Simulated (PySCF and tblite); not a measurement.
Results of a calculation; reference values are marked as such.
**Conformers and averaged properties: C6H8O2, numbered as in [CH2:1]=[CH:2][O:3][CH2:4][C:5](=[O:6])[CH:7]=[CH2:8]**

Search: ETKDG and KDG, MMFF94s, GFN2-xTB, 200 starts; geometries at GFN2-xTB. Weights use PBE0-D3(BJ)/pcSseg-1 energies plus GFN2-xTB zero-point and thermal terms (plain harmonic). Symmetry numbers and mirror images are counted. Conformers within 2.5 kcal/mol (GFN2-xTB free energy) were kept, 8 at most. GIAO shieldings: PBE0/pcSseg-1. Couplings: B3LYP/6-31G* with pcJ-1 on H (gas phase; spin-dipole term only for pairs with B, N, F, Si or P). Couplings are for ¹H. H–H couplings come out 0.1 to 0.9 Hz lower than with pcJ-1 on all atoms. Shifts are against TMS (¹H), TMS (¹³C) at the same level; of two unlike H on one atom, a is the less shielded. (PySCF 2.14, tblite 0.8.)

Torsions listed: C1–C2–O3–C4, C2–O3–C4–C5, O3–C4–C5–O6, O6–C5–C7–C8. Of a mirror pair one member is shown.

```csv
conformer,shape,symmetry,E(GFN2) kcal/mol,E(DFT) kcal/mol,G(298.15 K) kcal/mol,weight %,dipole D
1,"1°, -178°, -163°, 4°",C1 (pair),1.38,0.53,0.00,59.1,2.06
2,"-4°, 68°, -155°, 8°",C1 (pair),0.00,0.00,0.38,31.4,1.96
3,"174°, -70°, 155°, -6°",C1 (pair),2.24,2.10,1.37,5.9,1.43
4,"-3°, 66°, -149°, -155°",C1 (pair),0.84,1.27,1.94,2.3,2.45
5,"-2°, 180°, 141°, 159°",C1 (pair),2.79,2.41,2.45,0.9,2.84
6,"-173°, 66°, -144°, -162°",C1 (pair),3.10,3.37,2.91,0.4,1.89
```

Weights (%) against temperature:

```csv
T (K),1,2,3,4,5,6,S(mix) cal/mol/K
298.15,59.1,31.4,5.9,2.3,0.9,0.4,3.35
350,58.5,27.9,8.5,2.8,1.5,0.9,3.53
500,53.9,21.3,15.0,3.7,3.2,2.8,3.92
600,50.6,18.6,18.3,4.0,4.2,4.2,4.09
800,45.3,15.2,22.6,4.3,5.6,6.9,4.29
```

Averaged shifts at 298.15 K. ¹H: 7.30 (H7, 1H), 7.03 (H8a, 1H), 6.77 (H2, 1H), 6.23 (H8b, 1H), 4.32 (H1a, 1H), 4.31 (H4, 2H), 4.18 (H1b, 1H) ppm. ¹³C: 202.1 (C5), 158.9 (C2), 140.4 (C8), 136.2 (C7), 90.9 (C1), 75.7 (C4) ppm.

Averaged couplings (Hz): ²J(H1b,H1a) -5.1, ³J(H1b,H2) 14.2, ³J(H1a,H2) 8.2, ²J(H4,H4) -18.3, ³J(H7,H8a) 17.3, ³J(H7,H8b) 11.8, ²J(H8a,H8b) 0.8.

Coordinates of conformer 1 (Å):

```xyz
16

C    -2.988   -0.425    0.740
C    -1.873    0.025    1.290
O    -0.635    0.117    0.744
C    -0.485   -0.302   -0.592
C     0.958   -0.184   -1.067
O     1.209   -0.205   -2.250
C     1.984   -0.085   -0.014
C     3.267    0.058   -0.323
H    -3.051   -0.790   -0.269
H    -3.897   -0.437    1.311
H    -1.841    0.390    2.308
H    -1.124    0.288   -1.263
H    -0.775   -1.359   -0.699
H     1.634   -0.127    1.005
H     3.574    0.105   -1.356
H     4.037    0.131    0.426
```

Shifts are unscaled: against experiment ¹³C can be off by 15 ppm or more and ¹H by 0.8 ppm.

Search and properties took 4.9 min on 1 thread of Arm Neoverse V1 (shared host) (rough), launched as `OMP_NUM_THREADS=1 python ens_run.py task.json out`.


Conformer gaps in pcSseg-1 on xTB geometries can be 2 kcal/mol off for S=O, P=O and other polar bonds.